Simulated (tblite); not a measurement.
anisole (C₇H₈O), singlet, geometry from GFN2-xTB; GFN1-xTB with ALPB(water) (tblite).

The tblite input:
```
$ tblite run mol.xyz --method gfn1 --charge 0 --spin 0 --alpb water --json tblite.json --no-restart

# file mol.xyz
16

C     -2.76564113     0.24474505    -0.12444023
O     -1.68690838    -0.46492555    -0.68070261
C     -0.42665754    -0.18687962    -0.24039320
C      0.59851766    -0.92608697    -0.83281670
C      1.91010832    -0.72287747    -0.45941363
C      2.22421125     0.21857305     0.50911986
C      1.21089744     0.95130888     1.09673826
C     -0.11137104     0.75662985     0.73032410
H     -3.65698679    -0.13812627    -0.61922429
H     -2.84912455     0.07153434     0.95364028
H     -2.68159491     1.31998645    -0.31423270
H      0.33508288    -1.65380074    -1.58419238
H      2.69350327    -1.30170750    -0.92586391
H      3.25103115     0.37758850     0.80137780
H      1.44370153     1.68750866     1.85242260
H     -0.88073533     1.34394427     1.20698272
```

Output, abridged:

```
xTB calculator
 | screened Coulomb repulsion
 | Coulomb electrostatics
 |  * isotropic Klopman-Ohno-Mataga-Nishimoto electrostatics
 |  * onsite third-order electrostatics
 | DFT-D3(BJ) dispersion correction
 | Interactions (3)
 | [1] alpb/gbsa reaction field model
 | [2] cds contribution to solvation
 | [3] empirical free energy shift and standard state/solvent correction

halogen bonding energy    0.0000000000000E+00 Eh
repulsion energy          3.5436917962295E-01 Eh
dispersion energy        -6.7406584604792E-03 Eh
interaction energy        1.0923456751685E-03 Eh
number of electrons       4.2000000000000E+01 e
integral cutoff           1.9731147476801E+01 bohr

------------------------------------------------------------
  cycle        total energy    energy error   density error
------------------------------------------------------------
      1     -23.71852413305  -2.4067245E+01   6.6064791E-01
      2     -23.79791297419  -7.9388841E-02   3.8917417E-01
      3     -23.79762536149   2.8761270E-04   6.0041390E-02
      4     -23.80048909503  -2.8637335E-03   7.1524357E-03
      5     -23.80067277330  -1.8367827E-04   1.3941209E-03
      6     -23.80067648801  -3.7147177E-06   4.4025746E-04
      7     -23.80067701506  -5.2705087E-07   6.5524575E-05
      8     -23.80067701793  -2.8646916E-09   2.5020889E-05
      9     -23.80067701805  -1.2034462E-10   4.1968356E-06
------------------------------------------------------------

electronic energy        -2.4149397884888E+01 Eh
total energy             -2.3800677018050E+01 Eh

Post processing:
 | Mayer-Wiberg bond orders

[Info] JSON dump of results written to 'tblite.json'
```
